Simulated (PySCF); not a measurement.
singlet silylene (H$_{2}$Si), singlet, at a GFN2-xTB geometry; PySCF with PW91/STO-3G.

Here is a job for PySCF.
```python
from pyscf import gto, scf, dft

mol = gto.Mole()
mol.atom = '''
    Si   -0.006668   -0.002780    0.122759
    H     0.047787    1.131724   -0.834069
    H     0.045568   -1.092808   -0.884561
'''
mol.basis = 'sto-3g'
mol.charge = 0
mol.spin = 0
mol.verbose = 4
mol.build()

mf = dft.RKS(mol)
mf.xc = 'pw91,pw91'
mf.kernel()
```

**Question.** Write the output that PySCF gives for this input, abridged.

**Answer.** 
```
PySCF version 2.14.0

[INPUT] verbose = 4
[INPUT] num. atoms = 3
[INPUT] num. electrons = 16
[INPUT] charge = 0
[INPUT] spin (= nelec alpha-beta = 2S) = 0
[INPUT] symmetry False subgroup None
[INPUT] Mole.unit = angstrom
[INPUT] Symbol           X                Y                Z      unit          X                Y                Z       unit  Magmom
[INPUT]  1 Si    -0.006668000000  -0.002780000000   0.122759000000 AA   -0.012600693799  -0.005253438626   0.231980889325 Bohr   0.0
[INPUT]  2 H      0.047787000000   1.131724000000  -0.834069000000 AA    0.090304342315   2.138648408597  -1.576161978990 Bohr   0.0
[INPUT]  3 H      0.045568000000  -1.092808000000  -0.884561000000 AA    0.086111040044  -2.065107826734  -1.671578030471 Bohr   0.0

nuclear repulsion = 10.214761496596
number of shells = 7
number of NR pGTOs = 33
number of NR cGTOs = 11
basis = sto-3g
ecp = {}

******** <class 'pyscf.dft.rks.RKS'> ********
method = RKS
initial guess = minao
damping factor = 0
level_shift factor = 0
DIIS = <class 'pyscf.scf.diis.CDIIS'>
diis_start_cycle = 1
diis_space = 8
diis_damp = 0
SCF conv_tol = 1e-09
SCF conv_tol_grad = None
SCF max_cycles = 50
direct_scf = True
direct_scf_tol = 1e-13
XC library pyscf.dft.libxc version 7.1.2
    S. Lehtola, C. Steigemann, M. J. T. Oliveira, and M. A. L. Marques,  SoftwareX 7, 1–5 (2018)
XC functionals = pw91,pw91
    J. P. Perdew. In P. Ziesche and H. Eschrig, editors, Proceedings of the 75. WE-Heraeus-Seminar and 21st Annual International Symposium on Electronic Structure of Solids, 11. Berlin, 1991. Akademie Verlag.
    J. P. Perdew, J. A. Chevary, S. H. Vosko, K. A. Jackson, M. R. Pederson, D. J. Singh, and C. Fiolhais,  Phys. Rev. B 46, 6671 (1992)
    J. P. Perdew, J. A. Chevary, S. H. Vosko, K. A. Jackson, M. R. Pederson, D. J. Singh, and C. Fiolhais,  Phys. Rev. B 48, 4978 (1993)
    J. P. Perdew. In P. Ziesche and H. Eschrig, editors, Proceedings of the 75. WE-Heraeus-Seminar and 21st Annual International Symposium on Electronic Structure of Solids, 11. Berlin, 1991. Akademie Verlag.
    J. P. Perdew, J. A. Chevary, S. H. Vosko, K. A. Jackson, M. R. Pederson, D. J. Singh, and C. Fiolhais,  Phys. Rev. B 46, 6671 (1992)
    J. P. Perdew, J. A. Chevary, S. H. Vosko, K. A. Jackson, M. R. Pederson, D. J. Singh, and C. Fiolhais,  Phys. Rev. B 48, 4978 (1993)
radial grids:
    Treutler-Ahlrichs [JCP 102, 346 (1995); DOI:10.1063/1.469408] (M4) radial grids

becke partition: Becke, JCP 88, 2547 (1988); DOI:10.1063/1.454033
pruning grids: <function nwchem_prune>
grids dens level: 3
symmetrized grids: False
atomic radii adjust function: <function treutler_atomic_radii_adjust>
small_rho_cutoff = 0
Set gradient conv threshold to 3.16228e-05
Initial guess from minao.
tot grids = 38800
init E= -286.875666983459
  HOMO = -0.175180056898175  LUMO = -0.0515788788115628  gap/eV = 3.36336
cycle= 1 E= -287.167410934532  delta_E= -0.292  |g|= 0.111  |ddm|= 1.89
  HOMO = -0.0866033252707683  LUMO = -0.0161756584286262  gap/eV = 1.91643
cycle= 2 E= -287.169719614698  delta_E= -0.00231  |g|= 0.0809  |ddm|= 0.33
  HOMO = -0.0750107289380714  LUMO = 0.000714944269381013  gap/eV = 2.06060
cycle= 3 E= -287.172631389926  delta_E= -0.00291  |g|= 0.00909  |ddm|= 0.181
  HOMO = -0.0770222907545109  LUMO = -0.000225110145265939  gap/eV = 2.08976
cycle= 4 E= -287.172677184222  delta_E= -4.58e-05  |g|= 0.00016  |ddm|= 0.0252
  HOMO = -0.0770326165711355  LUMO = -0.000215114070859779  gap/eV = 2.09031
cycle= 5 E= -287.172677196895  delta_E= -1.27e-08  |g|= 2.95e-06  |ddm|= 0.000312
  HOMO = -0.0770339612030576  LUMO = -0.000216504942601614  gap/eV = 2.09031
cycle= 6 E= -287.1726771969  delta_E= -4.77e-12  |g|= 1.58e-07  |ddm|= 7.26e-06
  HOMO = -0.0770339444218899  LUMO = -0.00021649280960212  gap/eV = 2.09031
Extra cycle  E= -287.1726771969  delta_E= 4.55e-13  |g|= 2.34e-07  |ddm|= 2.12e-06
converged SCF energy = -287.1726771969
```
